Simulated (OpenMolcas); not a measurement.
Kr III: effect of the IPEA shift

```json
{
 "Program": "OpenMolcas 26.06",
 "Basis": "ANO-RCC-VQZP [7s6p4d2f1g]",
 "Scalar Hamiltonian": "DKH2, point nucleus",
 "Active space": "6 electrons in 9 orbitals (RAS2 4s 4p; RAS3 4d, at most 2 electrons)",
 "State averaging": "2S+1 = 3 even, 3 roots; 2S+1 = 1 even, 7 roots; 2S+1 = 3 odd, 3 roots; 2S+1 = 1 odd, 3 roots",
 "Spin-orbit coupling": "state interaction with AMFI integrals over the reference wave functions, term energies averaged over their components"
}
```

Methods on the same reference wave functions:
A. RASSCF
B. MS-RASPT2, IPEA 0.25 Eh, imaginary shift 0.1 Eh (closed shells correlated: 3d)
C. MS-RASPT2, IPEA 0.5 Eh, imaginary shift 0.1 Eh (closed shells correlated: 3d)

Energies in cm⁻¹ above 4s² 4p⁴ ³P₂, the measured ground level; measured values from Saloman, J. Phys. Chem. Ref. Data 36, 215 (2007).

```tsv
Level	A	B	C	Measured
4s² 4p⁴ ³P₂	0.0	0.0	0.0	0.0
4s² 4p⁴ ³P₁	4031	4090	4090	4548
4s² 4p⁴ ³P₀	4938	4940	4940	5313
4s² 4p⁴ ¹D₂	16586	14690	14710	14644
4s² 4p⁴ ¹S₀	34359	32990	33120	33080
4s 4p⁵ ³P°₂	115119	115960	116170	115931
4s 4p⁵ ³P°₁	118371	119180	119390	119380
4s 4p⁵ ³P°₀	120237	121080	121280	121543
```

Deviations, from unrounded energies. A percentage is the sum of absolute deviations over the sum of measured energies, with the sign that they share, or ± where signs differ.

```json
{"Against measurement": "mean absolute deviation (cm-1)", "Levels": "7", "A": "1000", "B": "240", "C": "200"}
{"Against measurement": "fine structure of the ground term (%)", "Levels": "2", "A": "-9.0", "B": "-8.5", "C": "-8.4"}
{"Against measurement": "other terms of the ground configuration (%)", "Levels": "2", "A": "+6.7", "B": "±0.3", "C": "+0.2"}
{"Against measurement": "other configurations (%)", "Levels": "3", "A": "-0.9", "B": "±0.2", "C": "±0.1"}
```

C lies closest to measurement on these levels and A furthest from it. The largest miss of C in the table is 4s² 4p⁴ ³P₁, by -460 cm-1. The ranking rests on the paired levels alone, and a cruder setting can come out closer through cancelling errors.

Between B and C the level of the table that moves most is 4s 4p⁵ ³P°₁, by 210 cm-1 (lowest in B, highest in C). Moves below CASPT2's spread within the term are not significant.

The mean deviations of B to C differ by less than CASPT2's widest spread within a term (60 cm-1), so their order carries little weight.

From A to B the spin-free energies of the other terms of 4s² 4p⁴ shown, above ³P, scale by factors of 0.86 to 0.95.

The lowest spin-free term lies below A's lowest term by 0.161 hartree in B, 0.160 hartree in C.

CASPT2 does not keep the components of a term degenerate, so their means are used; among the terms shown or strongly mixed into the levels shown the widest spread is 60 cm-1 (4s² 4p⁴ ¹D, C). The run also gave levels led by 4s² 4p³ 4d, which use shells meant for correlation; these and all levels above them are left out. Some terms mix strongly with configurations of 4d, whose occupation reaches 0.25 (4s 4p⁵ ³P°). Computed and measured levels are paired by configuration, term and J; levels that our copy of the source lacks, or whose pairing is in doubt (as where it misses far off the trend of its configuration), stay unpaired and out of the deviations. Only configurations of the active space appear. Levels that lie high or do not pair safely by name in every column are left out.

° marks odd parity.
